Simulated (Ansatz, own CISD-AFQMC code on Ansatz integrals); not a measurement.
H2B2Si, SMILES `B1=[SiH]B1` (charge 0, multiplicity 1).

Cartesian coordinates (Å):
```xyz
5

B     -0.2910     1.3511     0.0805
Si     0.9849     0.1225     0.0153
B     -1.0607     0.0315    -0.0080
H      2.2344    -0.6798    -0.0230
H     -1.8676    -0.8252    -0.0648
```
Charge 0, spin multiplicity 1.

Frozen-core energies in cc-pVDZ from Ansatz (an electronic-structure program) at a geometry from B3LYP-D3(BJ)/def2-TZVP; the HF reference has <S^2> = 0.00 (restricted, and unstable towards unrestricted orbitals) and the T1 diagnostic is 0.021.

```json
[
 {"level": "HF", "energy (Ha)": "-339.29568"},
 {"level": "MP2", "energy (Ha)": "-339.55920"},
 {"level": "CCSD", "energy (Ha)": "-339.58625"}
]
```

Problem. Estimate the energies of CCSD(T), CCSDT, CCSDT(Q), phaseless AFQMC, CISD trial (own CISD-AFQMC code on Ansatz integrals; ±0.40 mHa) and CCSDTQ, and give each level's difference from CCSDTQ.

Solution. 
| level | energy (Ha) | difference from CCSDTQ (mHa) |
|---|---|---|
| MP2 | -339.55920 | 48.38 |
| CCSD | -339.58625 | 21.33 |
| CCSD(T) | -339.60501 | 2.57 |
| CCSDT | -339.60595 | 1.63 |
| CCSDT(Q) | -339.60769 | -0.11 |
| phaseless AFQMC, CISD trial (own CISD-AFQMC code on Ansatz integrals; ±0.40 mHa) | -339.60626 | 1.32 |
| CCSDTQ | -339.60758 | 0.00 |
